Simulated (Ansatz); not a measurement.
CO$_{2}$Zn. Charge 0, multiplicity 1. The bonds changed during the relaxation, so this is another structure than the one it started from.

```
atom   x (Å)   y (Å)   z (Å)
  O1   1.298   0.312   0.642
  C2   0.176   0.179   0.890
  O3  -0.945   0.046   1.140
 Zn4  -0.530  -0.536  -2.672
```

**Question.** List the harmonic frequencies (cm⁻¹, unscaled) at PBE0-D4/def2-TZVP in Ansatz. (Best estimate.)

**Answer.** Computed: 34, 37, 677, 685, 1393, 2450.

**Question.** Is this a minimum?

**Answer.** Yes, all 6 modes are real.

**Question.** Give the ideal-gas thermochemistry at 298.15 K and 1 bar (rigid rotor, harmonic oscillator; point group C2v, symmetry number 2).

**Answer.** Zero-point energy 31.5 kJ/mol; H(298) − E = 46.7 kJ/mol; entropy 324.3 J/(mol·K), of which translation 167.4, rotation 107.8, vibration 49.1; G(298) − E = -50.0 kJ/mol. Modes under 100 cm⁻¹ are hindered rotations or soft bends, so the harmonic entropy is rough.

**Question.** And at 400, 500, 600, 800 and 1000 K?

**Answer.** 
| T (K) | H − E (kJ/mol) | S (J/mol/K) | G − E (kJ/mol) |
| --- | --- | --- | --- |
| 400 | 52.7 | 341.8 | -84.0 |
| 500 | 59.1 | 355.9 | -118.9 |
| 600 | 65.7 | 368.0 | -155.1 |
| 800 | 79.7 | 388.0 | -230.8 |
| 1000 | 94.3 | 404.3 | -310.1 |
